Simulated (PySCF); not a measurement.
A series of related molecules.

All values: PBE0/pcSseg-1 (PySCF) at GFN2-xTB geometries, gas phase, one conformer each.

**Question.** Rank by HOMO energy, highest first.
A. `CC(=S)[C@@]1(F)CS[SiH2][C@H]1C`
B. `CC#C[C@@]1(F)CS[SiH2][C@@H]1C`
C. `C[C@@H]1[SiH2]SC[C@H]1F`

**Answer.** A (-6.41 eV), B (-6.73 eV), C (-6.99 eV).

All values together:

```tsv
SMILES	change	formula	μ (D)	HOMO (eV)	LUMO (eV)	lowest IAO charge (e)	highest IAO charge (e)	lowest Hirshfeld charge (e)	highest Hirshfeld charge (e)
C[C@@H]1[SiH2]SC[C@H]1F	parent	C4H9FSSi	1.56	-6.99	-0.08	-0.415 (C)	+0.685 (Si)	-0.119 (C)	+0.323 (Si)
CC[C@@]1(F)CS[SiH2][C@H]1C	H on C replaced by C2H5	C6H13FSSi	1.58	-6.90	-0.01	-0.420 (C)	+0.679 (Si)	-0.119 (C)	+0.320 (Si)
C[C@@H]1[SiH2]SC[C@@]1(C)F	H on C replaced by CH3	C5H11FSSi	1.61	-6.90	-0.05	-0.435 (C)	+0.679 (Si)	-0.130 (C)	+0.320 (Si)
CC(=S)[C@@]1(F)CS[SiH2][C@H]1C	H on C replaced by C(S)CH3	C6H11FS2Si	2.04	-6.41	-2.33	-0.429 (C)	+0.683 (Si)	-0.127 (C)	+0.300 (Si)
C=C[C@@]1(F)CS[SiH2][C@@H]1C	H on C replaced by vinyl	C6H11FSSi	2.82	-6.74	-0.21	-0.417 (C)	+0.689 (Si)	-0.126 (C)	+0.309 (Si)
CC#C[C@@]1(F)CS[SiH2][C@@H]1C	H on C replaced by propynyl	C7H11FSSi	3.66	-6.73	0.09	-0.438 (C)	+0.689 (Si)	-0.124 (C)	+0.310 (Si)
C[C@@H]1[SiH2]SC[C@]1(F)C[SiH3]	H on C replaced by CH2SiH3	C5H13FSSi2	1.88	-6.96	-0.11	-0.549 (C)	+0.678 (Si)	-0.170 (C)	+0.321 (Si)
C[C@@H]1[SiH2]SC[C@]1(F)C(F)F	H on C replaced by CHF2	C5H9F3SSi	0.99	-6.96	-0.11	-0.419 (C)	+0.691 (Si)	-0.125 (C)	+0.316 (Si)
```

Conformers: `[CH3:1][C@@H:2]1[SiH2:3][S:4][CH2:5][C@H:6]1[F:7]` with C1–C2–Si3–S4 -145°, C2–Si3–S4–C5 -5°, Si3–S4–C5–C6 31°, S4–C5–C6–F7 -175°; `[CH3:1][CH2:2][C@@:3]1([F:4])[CH2:5][S:6][SiH2:7][C@H:8]1[CH3:9]` with C1–C2–C3–F4 -64°, C2–C3–C5–S6 71°, C3–C5–S6–Si7 33°, C5–S6–Si7–C8 -5°, S6–Si7–C8–C9 -150°; `[CH3:1][C@@H:2]1[SiH2:3][S:4][CH2:5][C@@:6]1([CH3:7])[F:8]` with C1–C2–Si3–S4 -150°, C2–Si3–S4–C5 -3°, Si3–S4–C5–C6 30°, S4–C5–C6–C7 75°; `[CH3:1][C:2](=[S:3])[C@@:4]1([F:5])[CH2:6][S:7][SiH2:8][C@H:9]1[CH3:10]` with C1–C2–C4–F5 -17°, C2–C4–C6–S7 78°, C4–C6–S7–Si8 28°, C6–S7–Si8–C9 -2°, S7–Si8–C9–C10 -150°; `[CH2:1]=[CH:2][C@@:3]1([F:4])[CH2:5][S:6][SiH2:7][C@@H:8]1[CH3:9]` with C1–C2–C3–F4 0°, C2–C3–C5–S6 169°, C3–C5–S6–Si7 -15°, C5–S6–Si7–C8 -11°, S6–Si7–C8–C9 158°; `[CH3:1][C:2]#[C:3][C@@:4]1([F:5])[CH2:6][S:7][SiH2:8][C@@H:9]1[CH3:10]` with C3–C4–C6–S7 169°, C4–C6–S7–Si8 -15°, C6–S7–Si8–C9 -11°, S7–Si8–C9–C10 157°; `[CH3:1][C@@H:2]1[SiH2:3][S:4][CH2:5][C@:6]1([F:7])[CH2:8][SiH3:9]` with C5–C6–C8–Si9 58°, C1–C2–Si3–S4 -151°, C2–Si3–S4–C5 -4°, Si3–S4–C5–C6 32°, S4–C5–C6–F7 -171°; `[CH3:1][C@@H:2]1[SiH2:3][S:4][CH2:5][C@:6]1([F:7])[CH:8]([F:9])[F:10]` with C5–C6–C8–F9 -163°, C1–C2–Si3–S4 -89°, C2–Si3–S4–C5 -11°, Si3–S4–C5–C6 -15°, S4–C5–C6–F7 -73°.

**Question.** Give the shifts from the parent, `C[C@@H]1[SiH2]SC[C@H]1F`.

**Answer.** 
| SMILES | change in μ (D) | change in HOMO (eV) | change in LUMO (eV) |
| --- | --- | --- | --- |
| CC[C@@]1(F)CS[SiH2][C@H]1C | +0.02 | +0.09 | +0.07 |
| C[C@@H]1[SiH2]SC[C@@]1(C)F | +0.05 | +0.09 | +0.03 |
| CC(=S)[C@@]1(F)CS[SiH2][C@H]1C | +0.48 | +0.58 | -2.25 |
| C=C[C@@]1(F)CS[SiH2][C@@H]1C | +1.26 | +0.25 | -0.13 |
| CC#C[C@@]1(F)CS[SiH2][C@@H]1C | +2.10 | +0.26 | +0.17 |
| C[C@@H]1[SiH2]SC[C@]1(F)C[SiH3] | +0.32 | +0.03 | -0.03 |
| C[C@@H]1[SiH2]SC[C@]1(F)C(F)F | -0.57 | +0.03 | -0.03 |
